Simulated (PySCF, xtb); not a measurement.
Torsion H3–O1–O2–H4 in H2O2 (SMILES OO); at each angle all else is relaxed with GFN2-xTB, and the levels are single points there.
Geometry at 120° (charge 0, multiplicity 1):
```xyz
4

O     -0.65195     0.38714     0.27344
O      0.64926     0.37962    -0.27611
H     -1.08382    -0.37203    -0.14313
H      0.71893     1.23745    -0.71844
```

On the grid 0° to 180°, 0° is the highest and 120° the lowest point at CCSD(T)/CBS(cc-pVTZ, cc-pVQZ).

Rows in 6-31G* carry no dispersion term and start afresh at each structure (6-31G* with six Cartesian d functions).

The values were computed with PySCF for 6-31G* rows; xtb for the GFN methods. 

**Question.** One of these levels gives 31.2 kJ/mol for the energy at 0° less that at 120°. Which one is it?
(A) GFN2-xTB
(B) GFN1-xTB
(C) M06-2X/6-31G*

**Answer.** A, GFN2-xTB. The others give 27.5 (GFN1-xTB), 36.4 (M06-2X/6-31G*)
